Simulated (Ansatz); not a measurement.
**Ligand exchange: B(CH3)2Cl + SiH2(NH2)(SiH3) → B(CH3)2(NH2) + SiH2(SiH3)Cl**

Species: B(CH3)2Cl, singlet; SiH2(NH2)(SiH3), singlet; B(CH3)2(NH2), singlet; SiH2(SiH3)Cl, singlet. The partners trade Cl for NH2: B–Cl and Si–NH2 bonds give way to B–NH2 and Si–Cl.

Shapes, held fixed at every level: PBE0-D4/def2-TZVP. Flexible molecules stand in one conformer, not always the lowest. Programs: Ansatz 0.2.0. Electronic energies: no zero-point or thermal term.

```json
{"level": "SPW92/def2-TZVPP", "kind": "LDA", "ΔE (kJ/mol)": "-84.5", "less CCSD(T)/CBS estimate": "-2.4", "CPU time (sum over the molecules)": "16 s"}
{"level": "B3LYP-D4/def2-TZVPP", "kind": "global hybrid", "ΔE (kJ/mol)": "-83.2", "less CCSD(T)/CBS estimate": "-1.1", "CPU time (sum over the molecules)": "56 s"}
{"level": "r2SCAN0-D4/def2-TZVPP", "kind": "global hybrid", "ΔE (kJ/mol)": "-81.8", "less CCSD(T)/CBS estimate": "+0.3", "CPU time (sum over the molecules)": "50 s"}
{"level": "B2PLYP/def2-TZVPP", "kind": "double hybrid", "ΔE (kJ/mol)": "-82.4", "less CCSD(T)/CBS estimate": "-0.3", "CPU time (sum over the molecules)": "58 s"}
{"level": "MP2/def2-SVP", "kind": "perturbation theory", "ΔE (kJ/mol)": "-83.9", "less CCSD(T)/CBS estimate": "-1.8", "CPU time (sum over the molecules)": "–"}
{"level": "MP2/def2-TZVPP", "kind": "perturbation theory", "ΔE (kJ/mol)": "-80.0", "less CCSD(T)/CBS estimate": "+2.1", "CPU time (sum over the molecules)": "–"}
{"level": "CCSD(T)/def2-TZVPP", "kind": "coupled cluster or CI", "ΔE (kJ/mol)": "-80.6", "less CCSD(T)/CBS estimate": "+1.5", "CPU time (sum over the molecules)": "7.6 min"}
{"level": "CCSD(T)/CBS estimate", "kind": "coupled cluster or CI", "ΔE (kJ/mol)": "-82.1", "less CCSD(T)/CBS estimate": "0.0", "CPU time (sum over the molecules)": "10 min"}
```

The highest level, CCSD(T)/CBS estimate, gives ΔE = -82.1 kJ/mol; the levels span -84.5 to -80.0. The column of differences is taken from that level and isn't an error. No measured value is set beside it here. The CBS estimate extrapolates MP2 from def2-TZVPP and def2-QZVPP and adds CCSD(T) − MP2 in the triple-zeta set, cores frozen. Times are processor times on shared x86 and Arm servers, and rough.
